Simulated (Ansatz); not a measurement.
Ti(Cl)3(NH2) (Cl3H2NTi), SMILES [Ti]([Cl])([Cl])([Cl])[NH2], multiplicity 1.

The structure is a stationary point at B3LYP-D3(BJ)/def2-SVP. The multiplicity is an assumed one; no other spin state was optimised. The isomer is the one that the SMILES or the coordinates give; other isomers of the formula were not compared. Other conformers were not sampled.

Two levels are set side by side: PBE/def2-TZVPD (Ansatz, an electronic-structure program) and CAM-B3LYP/def2-TZVPD (Ansatz). Energy differences of separate SCF runs at the same geometry; the states with an electron removed or added have multiplicity 2 and 2. Differences are taken from unrounded values.

```csv
quantity,CAM-B3LYP,PBE,PBE minus CAM-B3LYP
vertical ionisation energy (eV),10.54,9.95,-0.58
vertical electron affinity (eV),2.10,1.28,-0.83
vertical singlet–triplet gap (eV),3.06,3.35,0.30
```
